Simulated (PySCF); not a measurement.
An EPR job on `[CH+]=[C][C@H]1C[C@@H](NC=O)C1` [radical].

Computed with UKS B3LYP, pcH-1 on C H N O, non-relativistic, mean-field spin-orbit, GIAO (PySCF 2.14.0). Geometry: GFN2-xTB. The command runs a driver script over a list of jobs; the input below is this job's line of settings and its coordinates in Å.

Command:
```bash
OMP_NUM_THREADS=1 python probes_run.py task.json out
```

Input:
```
{"job": {"kind": "epr", "basis": "pcH-1"}, "charge": 1, "multiplicity": 2}
C     -2.909738    -1.228813     1.048595
C     -2.147500    -0.764328     0.238046
C     -1.227520    -0.195066    -0.695528
C     -0.595070     1.163551    -0.360646
C      0.803490     0.611081    -0.732527
N      1.810449     0.775970     0.301097
C      2.095479    -0.144897     1.210479
O      1.561655    -1.226658     1.347763
C      0.189769    -0.779545    -0.881504
H     -3.558655    -1.651426     1.761634
H     -1.725514    -0.205510    -1.676618
H     -0.695901     1.443660     0.686174
H     -0.925334     1.991454    -0.985540
H      1.212151     1.015430    -1.662211
H      2.320043     1.649138     0.296609
H      2.919197     0.144408     1.888316
H      0.461286    -1.405225    -0.003200
H      0.402951    -1.333573    -1.792595
```

Q: What does the run print?

A: 
```
UKS, coarse grid
  cycle   1  E = -401.52873276  |g| = 6.73e-01
  cycle   2  E = -400.10943825  |g| = 1.88e+00
  cycle   3  E = -401.60129063  |g| = 4.17e-01
  cycle   4  E = -401.67097343  |g| = 3.55e-01
  cycle   5  E = -401.73380726  |g| = 1.36e-01
  cycle   6  E = -401.74120595  |g| = 7.50e-02
  cycle   7  E = -401.74384890  |g| = 3.72e-02
  cycle   8  E = -401.74459406  |g| = 1.55e-02
  cycle   9  E = -401.74480896  |g| = 7.34e-03
  cycle  10  E = -401.74491149  |g| = 7.45e-03
  cycle  11  E = -401.74503292  |g| = 1.97e-03
  cycle  12  E = -401.74507239  |g| = 1.97e-03
  cycle  13  E = -401.74510577  |g| = 1.43e-03
  cycle  14  E = -401.74510943  |g| = 1.29e-03
  cycle  15  E = -401.74511468  |g| = 5.42e-04
UKS, final grid
  cycle   1  E = -401.74518086  |g| = 1.28e-03
  cycle   2  E = -401.74516428  |g| = 5.64e-03
  cycle   3  E = -401.74518251  |g| = 8.00e-04
  cycle   4  E = -401.74518295  |g| = 2.04e-04
  cycle   5  E = -401.74518327  |g| = 1.95e-04
  cycle   6  E = -401.74518415  |g| = 1.55e-04
  cycle   7  E = -401.74518429  |g| = 4.56e-05
  cycle   8  E = -401.74518430  |g| = 3.74e-05
  cycle   9  E = -401.74518431  |g| = 3.72e-05
  cycle  10  E = -401.74518431  |g| = 2.02e-05
E = -401.74518431 Eh   <S^2> = 0.7552 (exact 0.7500)
g shifts (ppm)      1          2          3
  rmc          -234       -234       -234
  gc              8         47         44
  oz_so         435       2274      15479
  total         208       2087      15290
hyperfine (MHz)  atom isotope    a_iso     a_fc   dipolar eigenvalues
    0   13C       9.72       9.72    -17.30    -16.69     33.98
    1   13C      -2.90      -2.90    -10.89     -5.27     16.17
    2   13C      -6.04      -6.04     -8.75     -6.94     15.69
    3   13C       4.91       4.91     -3.72     -3.02      6.74
    4   13C      -2.61      -2.61     -2.88     -1.51      4.39
    5   14N       0.93       0.93     -3.79     -2.61      6.40
    6   13C     -32.12     -32.12     -7.39     -0.13      7.52
    7   17O     -32.57     -32.57   -134.12     63.38     70.73
    8   13C      -3.88      -3.88    -18.15    -16.76     34.90
    9    1H     -15.97     -15.97     -8.38     -1.75     10.13
   10    1H     134.50     134.50     -4.70     -3.96      8.66
   11    1H      -2.66      -2.66     -1.56     -0.53      2.09
   12    1H      32.07      32.07     -2.06     -1.71      3.77
   13    1H       0.52       0.52     -1.95     -1.09      3.04
   14    1H      -5.79      -5.79     -4.48     -1.41      5.89
   15    1H     148.13     148.13     -4.60     -2.19      6.79
   16    1H     110.09     110.09    -16.16     -8.94     25.10
   17    1H      -7.04      -7.04     -8.06     -1.52      9.58
```

rmc, gc and oz_so are the mass-correction, gauge-correction and orbital-Zeeman/spin–orbit parts of the g shift along its three principal axes; a_iso is the isotropic hyperfine coupling and a_fc its Fermi-contact part. The program numbers atoms from 0.

Q: How far is ⟨S²⟩ from the pure-spin value?

A: S = 0.5 gives S(S+1) = 0.75; the run has 0.7552, 0.0052 more.

Q: Get g_iso from the total shifts.

A: Their mean is 5862 ppm; added to g_e = 2.002319 it gives 2.00818.

Summary of the converged run: ⟨S²⟩ 0.755; g_iso 2.0082.

Geometry: GFN2-xTB, one conformer, isolated ion.

Hardware: Arm Neoverse V1, one thread, shared host with 32 logical CPUs at a one-minute load of 17. Cost: 2.1 min of wall time (grids of density and orbitals included), 1.2 GiB resident at most.
Labels such as C1 count atoms from 1, the log's own numbers from 0.
